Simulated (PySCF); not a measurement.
## Cl+: excitation energy

Cl+ [Ne] 3s2 3p4 (3P) → Cl+ [Ne] 3s1 3p4 4s1 (5P), as a difference of total energies. All numbers are calculated (PySCF 2.14, the spin-free X2C one-electron Hamiltonian (Gaussian nucleus), in dyall-acv3z (19s12p6d4f, 113 functions)). Correlated levels: valence: [Ne] frozen; valence and next inner shell: 1s2 frozen; virtual orbitals above 40 to 60 times the deepest correlated orbital energy dropped. The calculations carry no spin-orbit coupling.

```
                                method  excitation energy (eV)
                                   UHF                  25.534
                                   LDA                  25.877
                                   PBE                  25.729
                                PBEsol                  25.677
                             BHandHLYP                  26.487
                         MP2 (valence)                  25.769
                     SCS-MP2 (valence)                  25.967
    MP2 (valence and next inner shell)                  25.865
SCS-MP2 (valence and next inner shell)                  26.033
```

Q: How much does correlation contribute at MP2 (valence and next inner shell)?

A: 25.865 − (25.534) = 0.331 eV, measured against UHF.

A first-order spin-orbit estimate (lowest level to lowest level, LS coupling) adds -0.006 eV.

The upper state lies above the first ionisation limit, where it may autoionise and the basis confines it. A Rydberg-like electron needs more diffuse functions than a valence basis has.

The promoted electron is Rydberg-like, and one or two diffuse shells describe it only roughly, which tends to raise the upper state.
